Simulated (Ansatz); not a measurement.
Ag2Cl. Charge 0, multiplicity 2. Geometry PBE0-D4/def2-TZVP, that of the charge +1 singlet; atoms count from 1.

```csv
atom,x (Å),y (Å),z (Å)
Ag1,1.667,1.154,-0.631
Ag2,-1.279,-1.680,0.222
Cl3,-0.388,0.526,0.408
```

In the def2 sets Ag takes a core potential; there is no spin–orbit coupling. The structure comes from a short search, and lower isomers may exist.

(1) Estimate the Mulliken populations from the PBE0/def2-TZVP orbitals of Ansatz.

(2) Where does the spin sit?

(3) And the Mayer bond orders between bonded heavy atoms (over 0.3)?

## Answers

(1) 
```csv
atom,charge (e),spin (α − β),d electrons
Ag1,0.21,0.50,9.95
Ag2,0.21,0.50,9.95
Cl3,-0.41,0.00,–
```
Mulliken values and Mayer orders depend strongly on the basis.

(2) Summed by element: Ag 1.00, Cl 0.00, of 1 unpaired in all. Largest on single atoms: Ag1 0.50, Ag2 0.50, Cl3 0.00.

(3) Ag1–Cl3 0.56 (2.39 Å); Ag2–Cl3 0.56 (2.39 Å). Values over 0.3 also appear between atoms too far apart for a bond (Ag1–Ag2 0.42 at 4.18 Å); they arise where an orbital or an unpaired electron spreads over both atoms.
